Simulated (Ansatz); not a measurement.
Harmonic frequencies (cm⁻¹) at PBE0-D4/def2-TZVP from Ansatz: 86, 260, 446, 493, 724, 894, 991, 1007, 1091, 1194, 1251, 1300, 1442, 1454, 2599, 3023, 3063, 3892.

Each molecule was computed in one conformer, which needn't be the lowest.

Which molecule is it?
A. `C1O[SiH2]S1`
B. `BOCF`
C. `COBF`
D. `OBCF`

D.
